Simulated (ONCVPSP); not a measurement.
**Cr: what ONCVPSP 4.0.1 does with a changed input**

Command:

```bash
oncvpsp.x < Cr.dat > Cr.out
```

Input:

```
# ATOM AND REFERENCE CONFIGURATION
# atsym  z   nc   nv     iexc    psfile
  Cr 24.00    3    4        4      upf
#
#   n    l    f
    1    0    2.00
    2    0    2.00
    2    1    6.00
    3    0    2.00
    3    1    6.00
    3    2    5.50
    4    0    0.50
#
# PSEUDOPOTENTIAL AND OPTIMIZATION
# lmax
    2
#
#   l,   rc,      ep,       ncon, nbas, qcut
    0    1.40    0.00    3    6    7.70
    1    1.35    0.00    4    8    9.90
    2    1.25    0.00    4    9   10.60
#
# LOCAL POTENTIAL
# lloc, lpopt,  rc(5),   dvloc0
    4    5    1.15    0.00
#
# VANDERBILT-KLEINMAN-BYLANDER PROJECTORs
# l, nproj, debl
    0    2    3.50
    1    3    2.40
    2    2    2.10
#
# MODEL CORE CHARGE
# icmod, fcfact, rcfact
    0    0.00    0.00
#
# LOG DERIVATIVE ANALYSIS
# epsh1, epsh2, depsh
    5.00   -4.00    0.02
#
# OUTPUT GRID
# rlmax, drl
    6.00    0.01
#
# TEST CONFIGURATIONS
# ncnf
    4
# nvcnf
#   n    l    f
    4
    3    0    2.00
    3    1    6.00
    3    2    5.00
    4    0    1.00
#
    4
    3    0    2.00
    3    1    6.00
    3    2    5.00
    4    0    0.00
#
    4
    3    0    2.00
    3    1    6.00
    3    2    4.00
    4    0    0.00
#
    4
    3    0    2.00
    3    1    6.00
    3    2    4.00
    4    0    1.00
#
```

This is an input that runs to its end, with one change: epsh1 and epsh2 swapped.

Problem. How does the run end?

Solution. The program refuses the input: "test_data: must have epsh2 > epsh1".

```
ONCVPSP  (Optimized Norm-Conservinng Vanderbilt PSeudopotential)
scalar-relativistic version 4.0.1

test_data: must have epsh2 > epsh1
ERROR: test_data found   1 ERROR; stopping
```
